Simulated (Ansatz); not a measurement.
Isolated molecules relaxed with PBE0-D4/def2-TZVP in Ansatz; ΔE leaves out vibrations. CCSD(T)/CBS is the MP2 limit (def2-TZVPP, def2-QZVPP) plus CCSD(T) − MP2 in def2-TZVPP, frozen cores. This one scheme is used for every species. Functionals use def2-TZVPP. B3LYP here is the variant with VWN-RPA as its local correlation; programs differ in this. For Ge outer-core shells are correlated without core-valence functions, which leaves a few kJ/mol of doubt a bond. Scalar relativity is left out up to krypton. One conformer a species, not always the lowest.

Consider the ligand exchange at a Ge–S bond: `C[S][GeH2][OH]` + CH₃OH → `C[O][GeH2][OH]` + CH₃SH.

`C[S][GeH2][OH]`:

```xyz
10

C     0.950    0.809    1.201
S    -0.849    0.608    1.064
Ge   -0.956   -0.875   -0.571
O    -0.892   -0.140   -2.192
H     1.357    1.370    0.360
H     1.451   -0.156    1.282
H     1.132    1.374    2.115
H    -2.325   -1.554   -0.527
H     0.241   -1.834   -0.402
H    -0.110    0.398   -2.331
```

CH₃OH:

```xyz
6

C    -0.238    0.024   -0.264
O     0.225   -0.186    1.050
H    -1.320   -0.114   -0.248
H     0.186   -0.693   -0.977
H    -0.030    1.040   -0.623
H     1.177   -0.071    1.060
```

`C[O][GeH2][OH]`:

Cartesian coordinates in Å:
```
C -1.366 0.164 0.898
O -0.093 -0.397 0.691
Ge 0.939 0.238 -0.607
O 2.163 -1.002 -0.885
H -1.307 1.163 1.350
H -1.915 -0.484 1.584
H -1.945 0.243 -0.032
H 0.035 0.464 -1.839
H 1.713 1.488 -0.169
H 1.777 -1.876 -0.990
```

CH₃SH:

```xyz
6

C    -0.373   -0.313    0.064
S     1.305    0.163   -0.403
H    -0.562   -0.127    1.120
H    -0.446   -1.385   -0.118
H    -1.118    0.194   -0.548
H     1.194    1.468   -0.115
```

| level | ΔE (kJ/mol) | difference from CCSD(T)/CBS |
| --- | --- | --- |
| PBE-D4 | 22.8 | 8.4 |
| PBE0-D4 | 21.6 | 7.2 |
| B3LYP-D4 | 14.1 | -0.3 |
| ωB97X-V | 10.1 | -4.3 |
| ωB97M-V | 13.0 | -1.4 |
| PBE | 20.7 | 6.3 |
| r2SCAN | 14.9 | 0.5 |
| PBE0 | 19.6 | 5.2 |
| HF/def2-TZVPP | 0.1 | -14.3 |
| SCS-MP2/def2-TZVPP | 7.0 | -7.4 |
| CCSD/def2-TZVPP | 7.4 | -7.0 |
| CCSD(T)/def2-TZVPP | 9.4 | -5.0 |
| MP2/def2-QZVPP | 14.6 | 0.2 |
| SCS-MP2/def2-QZVPP | 9.3 | -5.1 |
| MP2/CBS(def2) | 17.2 | 2.8 |
| CCSD/CBS(def2) | 12.4 | -2.0 |
| CCSD(T)/CBS | 14.4 | 0 |

Largest T1 diagnostic among the species: 0.012.

The D4 term adds +3.5 kJ/mol with B3LYP and +1.9 kJ/mol with PBE0; it sums over pairs of atoms, weighted by their polarisabilities, and B3LYP, whose exchange is more repulsive, gets the larger term. In def2-TZVPP, CCSD(T) changes the Hartree–Fock value by +9.3 kJ/mol (the triples alone add +2.0 kJ/mol) and MP2 by +12.1 kJ/mol.
